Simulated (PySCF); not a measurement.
## Spinor energies of Ir⁵⁵⁺ (iridium, charge +55)

Start: [Ar] 3d4; 3d3/2 filled at m_j = -3/2, -1/2, +1/2, +3/2. Calculated with PySCF 2.14 in an uncontracted even-tempered set (15 s from 16 bohr⁻², ratio 2.8; 12 p from 21 bohr⁻², ratio 2.8; 8 d from 21 bohr⁻², ratio 2.8; 3 f from 67 bohr⁻², ratio 3): generalised Hartree-Fock with the X2C-1e Hamiltonian and a Gaussian nucleus; one run each with spin-orbit coupling (SO) switched off, then screened by Boettger's factors.

```csv
spinor shell,electrons,"ε, spin-free (eV)","ε, screened SO (eV)",weight of nominal j (screened SO),"rms radius, screened SO (bohr)"
1s1/2,2,-80243.3,-80208.8,1.000,0.0197
2s1/2,2,-17142.1,-17127.6,1.000,0.0790
2p1/2,2,-15386.7,-16576.1,1.000,0.0670
2p3/2,4,-15386.7,-14901.2,1.000,0.0745
3s1/2,2,-6433.5,-6428.7,1.000,0.196
3p1/2,2,-5902.2,-6214.6,1.000,0.186
3p3/2,4,-5902.2,-5771.6,1.000,0.200
3d3/2,4,-5434.0,-5472.6,1.000,0.171
```

```csv
quantity,spin-free,screened SO
E (hartree),-14966.15239,-14997.10288
M_J,0,0
⟨J²⟩,4.001,0.000
⟨L²⟩,6.000,2.469
⟨S²⟩,6.000,2.469
```

Breit and QED terms are absent; they matter most for the inner s and p1/2 levels.

Densities and radii are taken from the X2C orbitals without a picture-change correction, which distorts them close to the nucleus.

Without spin-orbit coupling the j labels of p, d and f shells carry no meaning; the spin-free column gives the mean over the occupied spinors of each nl shell, and its ⟨J²⟩ belongs to a mixture of degenerate components.
